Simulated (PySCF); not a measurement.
Input for PySCF: R-HF/STO-3G on H4O2Si (SMILES O[SiH2]O), a point of a torsion scan.

```python
from pyscf import gto, scf, dft, mp
from pyscf.data.elements import chemcore

mol = gto.M(
    atom='''
    O    -1.29191920    0.57947501    0.28814520
    Si   -0.11111877   -0.50357242   -0.00410857
    O     1.38046592    0.12789389    0.17023091
    H    -1.22152948    1.48239035   -0.00981212
    H    -0.06000957   -0.90206932   -1.40093573
    H    -0.41851283   -1.53355232    0.97427035
    H     1.69902952    0.44831025    1.00955345
    ''',
    basis='sto-3g',
    charge=0, spin=0, verbose=3, max_memory=1800)
mf = scf.RHF(mol)
mf.conv_tol = 1e-8
mf.max_cycle = 100
mf.kernel()
if not mf.converged:
    mf = mf.newton().run(mf.mo_coeff, mf.mo_occ)
```

It printed:

```
converged SCF energy = -435.621805918955
```

The run converged.

Cost: roughly 0.06 core-seconds.
